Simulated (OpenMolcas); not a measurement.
## Ti2+ in a ligand field

Ti2+ with 4 ligands (water) in square-planar coordination (D2h) at 1.98 Å. Ligand basis ANO-RCC-VDZP.
```
Ti    0.0000    0.0000    0.0000
O     1.9800    0.0000    0.0000
H     2.5570    0.7797    0.0000
H     2.5570   -0.7797    0.0000
O     0.0000    1.9800    0.0000
H     0.0000    2.5570    0.7797
H     0.0000    2.5570   -0.7797
O    -1.9800    0.0000    0.0000
H    -2.5570    0.7797    0.0000
H    -2.5570   -0.7797    0.0000
O     0.0000   -1.9800    0.0000
H     0.0000   -2.5570    0.7797
H     0.0000   -2.5570   -0.7797
```

- Program: OpenMolcas 26.06
- Method: SS-CASPT2, IPEA 0.25 Eh, imaginary shift 0.1 Eh (closed shells correlated: 3s 3p and the ligand valence shells)
- Basis: ANO-RCC-VDZP [5s4p2d1f]
- Scalar Hamiltonian: DKH2, point nucleus
- Active space: 2 electrons in 5 orbitals (3d)
- State averaging: 2S+1 = 3 even, 10 roots; 2S+1 = 1 even, 15 roots
- Spin-orbit coupling: state interaction with AMFI integrals over the reference wave functions

The lowest spin-free states, above the lowest:

```json
{"State": "2S+1 = 3", "Degeneracy": "1", "E (cm-1)": "0"}
{"State": "2S+1 = 3", "Degeneracy": "1", "E (cm-1)": "1500"}
{"State": "2S+1 = 3", "Degeneracy": "1", "E (cm-1)": "2330"}
{"State": "2S+1 = 3", "Degeneracy": "1", "E (cm-1)": "3210"}
{"State": "2S+1 = 1", "Degeneracy": "1", "E (cm-1)": "7380"}
{"State": "2S+1 = 3", "Degeneracy": "1", "E (cm-1)": "7430"}
{"State": "2S+1 = 1", "Degeneracy": "1", "E (cm-1)": "8030"}
{"State": "2S+1 = 1", "Degeneracy": "1", "E (cm-1)": "8660"}
{"State": "2S+1 = 1", "Degeneracy": "1", "E (cm-1)": "8980"}
{"State": "2S+1 = 3", "Degeneracy": "1", "E (cm-1)": "8990"}
{"State": "2S+1 = 1", "Degeneracy": "1", "E (cm-1)": "10570"}
{"State": "2S+1 = 1", "Degeneracy": "1", "E (cm-1)": "13010"}
{"State": "2S+1 = 1", "Degeneracy": "1", "E (cm-1)": "13600"}
{"State": "2S+1 = 1", "Degeneracy": "1", "E (cm-1)": "17640"}
{"State": "2S+1 = 1", "Degeneracy": "1", "E (cm-1)": "17910"}
{"State": "2S+1 = 3", "Degeneracy": "1", "E (cm-1)": "23330"}
{"State": "2S+1 = 3", "Degeneracy": "1", "E (cm-1)": "26480"}
{"State": "2S+1 = 1", "Degeneracy": "1", "E (cm-1)": "28200"}
{"State": "2S+1 = 1", "Degeneracy": "1", "E (cm-1)": "29640"}
{"State": "2S+1 = 3", "Degeneracy": "1", "E (cm-1)": "30510"}
```

The lowest levels with spin-orbit coupling:

| E (cm-1) | Degeneracy | 2S+1 |
| --- | --- | --- |
| 0 | 1 | 3 |
| 3 | 1 | 3 |
| 10 | 1 | 3 |
| 1480 | 1 | 3 |
| 1490 | 1 | 3 |
| 1510 | 1 | 3 |
| 2340 | 1 | 3 |
| 2360 | 1 | 3 |
| 2360 | 1 | 3 |
| 3220 | 1 | 3 |
| 3220 | 1 | 3 |
| 3230 | 1 | 3 |
| 7250 | 1 | 1 (60 %) |
| 7440 | 1 | 3 |
| 7440 | 1 | 3 |
| 7570 | 1 | 3 (61 %) |
| 8040 | 1 | 1 |
| 8680 | 1 | 1 |
| 8980 | 1 | 1 (65 %) |
| 9000 | 1 | 3 |

Powder χT (cm3 K/mol): 0.4 at 2 K, 0.813 at 10 K, 0.92 at 50 K, 0.946 at 100 K, 0.989 at 200 K, 1.03 at 300 K. The effective moment at 300 K is 2.828 √(χT) = 2.87 μB.

The lowest level has 2S+1 = 3, for which the spin-only value is χT = S(S+1) / 2 = 1.000 cm3 K/mol (g = 2). The computed 1.031 at 300 K differs by +0.031, through orbital momentum, spin-orbit coupling and any other state in reach.

Ligand-to-metal charge-transfer states are missing. With no ligand orbital active B as a rule stays too high, so bands that hang on it stand too high and its fall with covalency is understated. The distance lies 5 % under the 2.09 Å that this model takes as the normal distance (a Shannon-type radius plus a fixed donor radius); by an R⁻⁵ law this alone changes a d-shell field by about +31 %. No measured value stands beside these numbers; the geometry is a model, was not optimised and need not be the one that this ion takes.

The CASPT2 steps took 50 s on 1 thread of Arm Neoverse V1, with other jobs on the host; the integral step is not counted.

A state without a sure symmetry label is named by its multiplicity alone.
